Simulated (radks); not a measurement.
The numbers below are computed, except where a source is named.
How relativity changes the ionisation of the copper ion Cu+ ([Ar] 3d10) to Cu2+ ([Ar] 3d9). Spin-unpolarised spherical Kohn-Sham, PBE, point nucleus unless stated (finite: rms radius 3.8823 fm), a radial shooting solver on a logarithmic mesh with Libxc functionals. A level marked "c x" has the speed of light scaled by that factor and shares open shells by 2j + 1; other Dirac levels either fill j = l - 1/2 first or share by 2j + 1.

level	E(Cu+) (hartree)	E(Cu2+) (hartree)	IE (eV)	HOMO	<r> HOMO (bohr)
non-rel.	-1639.99952	-1639.20996	21.485	3d	1.009
scalar-rel.	-1654.54974	-1653.76578	21.332	3d	1.015
scalar-rel., finite nucleus	-1654.54239	-1653.75844	21.332	3d	1.015
Dirac, 2j+1 shares	-1654.60222	-1653.81824	21.333	3d5/2	1.019
Dirac, low j first	-1654.60222	-1653.82265	21.213	3d5/2	1.019
Dirac, 2j+1 shares, finite nucleus	-1654.59487	-1653.81089	21.333	3d5/2	1.019
Dirac, c x 5	-1640.57137	-1639.78204	21.479	3d5/2	1.010
Dirac, c x 10	-1640.14239	-1639.35289	21.483	3d5/2	1.009
Dirac, c x 100	-1640.00094	-1639.21139	21.485	3d5/2	1.009

NIST Atomic Spectra Database: 20.292 eV (measured). The relativistic part of the total energy of Cu+ is -14.6 hartree (Dirac, 2j+1 shares, finite nucleus), 0.89 % of the non-relativistic value. Spin polarisation and multiplet splitting of open shells are left out at every level.

Beside tabulated values, note that spin-unpolarised runs miss the spin-polarisation part of the exchange energy of open shells.
